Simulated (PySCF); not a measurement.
Si(H)(SiH3) anion (H₄Si₂), SMILES [SiH3][SiH] (connectivity only; charge and spin as stated), charge -1, multiplicity 2.

Coordinates come from a PBE0-D3(BJ)/def2-TZVPD optimisation. The multiplicity is an assumed one; other spin states were not compared. The isomer is the one that the SMILES or the coordinates give; other isomers of the formula were not compared.

Calculation: SMD-B3LYP/def2-SVPD (PySCF).

Solvation free energies are E(SMD) − E(gas) at the gas-phase geometry, for 1 M in both phases.

Q: Rank water, cyclohexanone, N,N-dimethylformamide by solvation free energy, most negative first.

A: N,N-dimethylformamide (-49.3 kcal/mol), water (-47.9 kcal/mol), cyclohexanone (-47.4 kcal/mol)
